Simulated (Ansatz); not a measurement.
Basis-set series for CH₈Si₂Te (`C[SiH2][Te][SiH3]`). Total charge 0; spin multiplicity 1. Te: def2 effective core potential. All single points use the PBE0-D4/def2-TZVP geometry. It is one conformer, not always the lowest.

```csv
functional,basis,functions,energy (Eh),HOMO (eV),LUMO (eV)
PBE0-D4,def2-SVP,116,-889.46979,-6.35,-0.35
PBE0-D4,def2-TZVPP,277,-889.73071,-6.42,-0.57
ωB97M-V,def2-SVP,116,-889.62548,-8.36,1.53
ωB97M-V,def2-TZVPP,277,-889.89364,-8.47,1.11
```

(1) Give the rows for def2-QZVPP. (An estimate is asked.)

Results:

(1) Computed: 
| functional | basis | functions | energy (Eh) | HOMO (eV) | LUMO (eV) |
| --- | --- | --- | --- | --- | --- |
| PBE0-D4 | def2-QZVPP | 519 | -889.75457 | -6.43 | -0.65 |
| ωB97M-V | def2-QZVPP | 519 | -889.91629 | -8.48 | 0.84 |

Positive LUMOs are unbound and depend on the basis.
